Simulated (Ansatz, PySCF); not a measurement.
This PySCF input computes a CCSD(T)/cc-pVDZ energy:

```python
from pyscf import gto, scf, mp, cc as ccmod

mol = gto.M(
    atom='''
    C    -1.52898140    0.28395697   -0.12508139
    C    -0.29755424   -0.55255937   -0.45372486
    N     0.87491221   -0.03012743    0.16507582
    C     1.81617265    0.41968872    0.68333094
    H    -1.40208934    1.30883811   -0.47290718
    H    -1.70519531    0.30357724    0.95010670
    H    -2.40413276   -0.14490062   -0.61444932
    H    -0.42628060   -1.58198720   -0.11434102
    H    -0.12450949   -0.58115343   -1.53108804
    ''',
    basis='cc-pvdz',
    charge=0,
    spin=0,
    verbose=4,
)

mf = scf.RHF(mol)
mf.conv_tol = 1e-10
mf.max_cycle = 100
mf.kernel()
mp2 = mp.MP2(mf, frozen=4).run()
cc = ccmod.CCSD(mf, frozen=4)
cc.max_cycle = 100
cc.kernel()
et = cc.ccsd_t()
print(f'E(CCSD(T)) = {cc.e_tot + et:.9f}')
```

Q: Write an input for the same energy in Ansatz (a first-principles code) and say what it gives.

A: 
Ansatz 0.2 input:
```yaml
crystal:
  periodic: [false, false, false]
  atoms:
    - {symbol: C, position_ang: [-1.52898140, 0.28395697, -0.12508139]}
    - {symbol: C, position_ang: [-0.29755424, -0.55255937, -0.45372486]}
    - {symbol: N, position_ang: [0.87491221, -0.03012743, 0.16507582]}
    - {symbol: C, position_ang: [1.81617265, 0.41968872, 0.68333094]}
    - {symbol: H, position_ang: [-1.40208934, 1.30883811, -0.47290718]}
    - {symbol: H, position_ang: [-1.70519531, 0.30357724, 0.95010670]}
    - {symbol: H, position_ang: [-2.40413276, -0.14490062, -0.61444932]}
    - {symbol: H, position_ang: [-0.42628060, -1.58198720, -0.11434102]}
    - {symbol: H, position_ang: [-0.12450949, -0.58115343, -1.53108804]}
basis:
  gaussian:
    orbitals: cc-pVDZ
magnetization: {spin_polarized: false}
correlation: {method: ccsd_t, electrons: outside_noble_gas}
```
It gives -171.55987 Eh, and PySCF -171.55987 Eh, a difference of 0.00 mEh.
